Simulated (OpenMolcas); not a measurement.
**neutral aluminium: from RASSCF to RASPT2**

```yaml
Program: OpenMolcas
Basis: ANO-RCC-VTZP [5s4p2d1f]
Scalar_Hamiltonian: DKH2, point nucleus
Active_space: 3 electrons in 9 orbitals (RAS2 3s 3p; RAS3 3d, at most 2 electrons)
State_averaging: 2S+1 = 4 odd, 1 root (0 in the spin-orbit step); 2S+1 = 2 odd, 3 roots; 2S+1 = 4 even, 3 roots; 2S+1 = 2 even, 5 roots
Spin-orbit_coupling: state interaction with AMFI integrals over the reference wave functions, term energies averaged over their components
```

Methods on the same reference wave functions:
A. RASSCF
B. SS-RASPT2, IPEA 0.25 Eh, imaginary shift 0.1 Eh (closed shells correlated: 2s 2p)
C. XMS-RASPT2, IPEA 0.25 Eh, imaginary shift 0.1 Eh (closed shells correlated: 2s 2p)

Energies in cm-1 above 3s2 3p 2P* 1/2, the measured ground level; measured values from NIST Handbook of Basic Atomic Spectroscopic Data.

| Level | A | B | C | Measured |
| --- | --- | --- | --- | --- |
| 3s2 3p 2P* 1/2 | 0.0 | 0.0 | 0.0 | 0.0 |
| 3s2 3p 2P* 3/2 | 106 | 106 | 106 | 112 |
| 3s 3p2 4P 1/2 | 26192 | 27920 | 27960 | 29020 |
| 3s 3p2 4P 3/2 | 26229 | 27960 | 27990 | 29067 |
| 3s 3p2 4P 5/2 | 26291 | 28020 | 28060 | 29143 |
| 3s 3p2 2D 3/2 | 38543 | 38610 | 38580 |  |
| 3s 3p2 2D 5/2 | 38546 | 38620 | 38580 |  |

Deviations, from unrounded energies. A percentage is the sum of absolute deviations over the sum of measured energies, with the sign that they share, or ± where signs differ.

| Against measurement | Levels | A | B | C |
| --- | --- | --- | --- | --- |
| mean absolute deviation (cm-1) | 4 | 2100 | 840 | 810 |
| fine structure of the ground term (%) | 1 | -5.2 | -5.2 | -5.2 |
| other configurations (%) | 3 | -9.8 | -3.8 | -3.7 |

B, C lie about equally close to measurement and A furthest from it. The largest miss of C in the table is 3s 3p2 4P 5/2, by -1100 cm-1. The ranking rests on the paired levels alone, and a cruder setting can come out closer through cancelling errors.

Between B and C the level of the table that moves most is 3s 3p2 4P 1/2, by 39 cm-1 (lowest in B, highest in C). Moves below CASPT2's spread within the term are not significant.

The mean deviations of B to C differ by less than CASPT2's widest spread within a term (31 cm-1), so their order carries little weight.

The lowest spin-free term lies below A's lowest term by 0.217 hartree in B, 0.218 hartree in C.

CASPT2 breaks the degeneracy within a term, and the mean is taken; among the terms shown or strongly mixed into the levels shown the widest spread is 31 cm-1 (3s 3p2 2D, C). Active for correlation alone: 3d; no level in the range computed is led by a configuration that fills it, so any true level of that kind is missing. Some terms mix strongly with configurations of 3d, whose occupation reaches 0.21 (3s 3p2 2D). Without dynamic correlation excited terms often stand tens of per cent too high (terms of higher spin than the ground term too low), and those without a measured partner can miss by more than the paired ones (holds for A). Computed and measured levels are paired by configuration, term and J; levels that our copy of the source lacks, or whose pairing is in doubt (as where it misses far off the trend of its configuration), stay unpaired and out of the deviations. Only configurations of the active space appear.

* marks odd parity.
